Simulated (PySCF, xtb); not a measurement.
Bi(Cl)(Me)2 (C₂H₆BiCl), SMILES [Cl][Bi]([CH3])[CH3].

Harmonic wavenumbers (cm⁻¹) from GFN2-xTB (xtb) at its own minimum, in rising order: 64, 72, 118, 125, 157, 291, 516, 526, 737, 767, 769, 826, 1274, 1282, 1480, 1484, 1487, 1491, 3076, 3084, 3096, 3100, 3113, 3115.

Problem. What does B3LYP-D3(BJ)/def2-SVP (PySCF) give at its own minimum? (The exact figures need the calculation; the answer reports its results.)

Solution. 62, 87, 121, 130, 156, 316, 460, 461, 697, 722, 726, 800, 1173, 1187, 1417, 1426, 1428, 1440, 3043, 3043, 3157, 3158, 3175, 3176. Paired by order, the mean absolute difference is 44 cm⁻¹ and the zero-point energies are 45.8 and 45.1 kcal/mol.
